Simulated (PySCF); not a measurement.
Bonds: B1-C2 1.567 Å, B1-C6 1.567 Å, B1-F10 1.338 Å. C2 carries H3, H4, H5; C6 carries H7, H8, H9.

Geometry: PBE0-D3(BJ)/def2-SVP; GIAO absolute shieldings from PySCF 2.14, gas phase, non-relativistic, averaged over equivalent atoms.

At B3LYP/pcSseg-1 (98 basis functions, 3.8 s wall time on 1 thread of an Arm Neoverse V2, shared host):
```
            atoms  σ (ppm)
               B1     35.7
            C2/C6    172.4
H3/H4/H5/H7/H8/H9    30.87
              F10    178.5
```

Estimate the result of repeating the calculation with PBE0/pcSseg-1.

Answers


```tsv
atoms	σ at PBE0/pcSseg-1	change
B1	39.4	+3.7
C2/C6	177.1	+4.7
H3/H4/H5/H7/H8/H9	30.73	-0.14
F10	180.1	+1.6
```

The largest change is at C2/C6 (carbon bonded to B, 3 H). Cost: 98 basis functions, 4.8 s wall time on 1 thread of an Arm Neoverse V2, shared host.

A carbon bonded to boron is broadened by the quadrupolar boron nucleus and is often missing from a measured spectrum.
